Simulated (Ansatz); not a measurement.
One change: `CC(C)BS` becomes `C[CH](C)[SbH2]`.

Ansatz, PBE0-D4/def2-TZVP geometries, multiplicity 1. Each molecule was computed in one conformer, which needn't be the lowest.

Elements past krypton have def2 core potentials.

```csv
property,`CC(C)BS`
HOMO–LUMO gap (B3LYP/def2-TZVPP) / eV,6.89
zero-point energy (PBE0-D4/def2-TZVP) / kJ/mol,305.5
HOMO energy (ωB97M-V/def2-TZVPP) / eV,-10.34
LUMO energy (PBE0/def2-TZVPP) / eV,-0.80
LUMO energy (ωB97M-V/def2-TZVPP) / eV,1.16
size of the dipole moment (PBE/def2-TZVPP) / D,1.28
```

(1) Give the same properties after the change, and the shifts. (Best estimate.)

Answers

(1) Computed: 
| property | `C[CH](C)[SbH2]` | shift |
| --- | --- | --- |
| HOMO–LUMO gap (B3LYP/def2-TZVPP) / eV | 6.18 | -0.71 |
| zero-point energy (PBE0-D4/def2-TZVP) / kJ/mol | 280.4 | -25.1 |
| HOMO energy (ωB97M-V/def2-TZVPP) / eV | -8.87 | 1.47 |
| LUMO energy (PBE0/def2-TZVPP) / eV | -0.22 | 0.58 |
| LUMO energy (ωB97M-V/def2-TZVPP) / eV | 1.38 | 0.22 |
| size of the dipole moment (PBE/def2-TZVPP) / D | 1.02 | -0.26 |

With PBE0 the HOMO rises by 1.34 eV and the LUMO rises by 0.58 eV, so the gap narrows by about 0.76 eV. PBE moves the HOMO by 1.17 eV and ωB97M-V by 1.47 eV. The zero-point energy changes by -25.1 kJ/mol with -3 modes. Dipoles are sizes alone; their direction can turn.

B3LYP here is the variant with VWN-RPA as its local correlation; programs differ in this.

Spin–orbit coupling is left out; it splits and shifts lone-pair levels of the heavy atoms by tenths of an eV.
